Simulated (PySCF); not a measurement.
Potassium fluoride, KF.
Bonds: F1–K2.

Level of theory: core-valence-separated Tamm–Dancoff BHandHLYP/aug-pcX-1 (def2-SVPD on K) in PySCF, non-relativistic, gas phase, PBE0-D3(BJ)/def2-SVP geometry. The energies are unshifted.

**Question.** List the fluorine K-edge absorption lines.

**Answer.** 
```
E (eV)       f  core hole on                 main final orbital     polarisation
679.42  0.0008            F1                        LUMO (90 %)                –
680.85  0.0060            F1  LUMO+1/LUMO+2 (2 roots, f summed)  across the axis
681.05  0.0001            F1                      LUMO+3 (46 %)                –
681.74  0.0005            F1                      LUMO+4 (59 %)                –
682.86  0.0021            F1  LUMO+5/LUMO+6 (2 roots, f summed)  across the axis
```

The first line with a tenth or more of the strongest one's intensity is at 679.42 eV (f = 0.001), with the hole on F1 (fluorine bonded to K). The strongest listed is at 680.85 eV (f = 0.006, sum of 2; F1).

Roots within 0.03 eV whose holes lie on the same, on equivalent or on shared atoms are summed into one line, and the highest roots are left out, as the search may have cut off their partners. Final orbitals are the ground state's empty Kohn–Sham orbitals. A dash: too weak, shared between unlike atoms, or no plane or axis to refer to.

Only the lowest roots of each edge were sought.
